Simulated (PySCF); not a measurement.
This PySCF input asks for the NMR shieldings of `CC(=O)P1C[C@H](F)[C@H]1[SiH3]`, C5H10FOPSi; the geometry comes from PBE0-D3(BJ)/def2-SVP.

```python
import basis_set_exchange as bse
import numpy as np
from pyscf import gto, dft
from pyscf.prop import nmr

atoms = """
C     2.612044    1.029241   -0.491861
C     1.138361    1.011240   -0.194717
O     0.656896    1.578790    0.757553
P     0.035970    0.176998   -1.475984
C     0.360028   -1.619065   -0.994966
C    -0.587482   -1.442436    0.185359
F    -1.331546   -2.547326    0.500878
C    -1.394221   -0.248493   -0.341647
Si   -2.184480    1.005694    0.849282
H     2.985230    0.017014   -0.711969
H     2.789104    1.640140   -1.391689
H     3.157628    1.461619    0.357293
H    -0.090402   -2.261679   -1.767346
H     1.384302   -1.961253   -0.788511
H    -0.022836   -1.149893    1.088490
H    -2.182655   -0.635269   -1.011105
H    -3.642893    0.670706    0.938989
H    -1.612671    0.897304    2.220725
H    -2.084716    2.395875    0.318445
"""
names = dict.fromkeys(["C", "O", "P", "F", "Si", "H"], "pcSseg-1")
basis = {el: gto.basis.parse(bse.get_basis(n, elements=[el], fmt="nwchem")) for el, n in names.items()}
mol = gto.M(atom=atoms, basis=basis, charge=0, verbose=0)
mf = dft.RKS(mol, xc="PBE0")
mf.grids.level = 2
mf.grids.alignment = dft.numint.BLKSIZE   # the property module wants whole blocks of grid points
mf.conv_tol = 1e-9
mf.kernel()

calc = nmr.RKS(mf)   # GIAO
C = mf.mo_coeff
Co = C[:, mf.mo_occ > 0]
resp = mf.gen_response(singlet=True, hermi=2)
def vind(x):   # induced exchange potential for any number of trial vectors
    d = np.einsum("pi,xij,qj->xpq", C, 2 * x.reshape(-1, C.shape[1], Co.shape[1]), Co, optimize=True)
    return np.einsum("xpq,pi,qj->xij", resp(d - d.transpose(0, 2, 1)), C, Co, optimize=True).ravel()
mo1, _ = nmr.rhf.solve_mo1(calc, with_cphf=vind)
sigma = calc.kernel(mo1)
for i, s in enumerate(sigma):   # ppm
    print("%2d %-2s %9.2f" % (i, mol.atom_pure_symbol(i), np.trace(s) / 3))
```

Q: What does it print?

A: 
```
 0 C     152.00
 1 C     -49.49
 2 O    -405.73
 3 P     355.14
 4 C     146.11
 5 C      95.66
 6 F     308.02
 7 C     155.60
 8 Si    415.09
 9 H      28.57
10 H      28.85
11 H      29.15
12 H      28.76
13 H      28.91
14 H      26.71
15 H      29.33
16 H      27.19
17 H      26.83
18 H      27.17
```

These numbers come from an equivalent density-fitted implementation of the same equations, which agrees with the script to about 0.01 ppm for H and up to a few tenths of a ppm for heavy atoms, so last digits may differ.

Size and cost of the density-fitted run: 217 basis functions, 36 s wall time on 1 thread of an Arm Neoverse V2, shared host; peak memory 1 GiB.
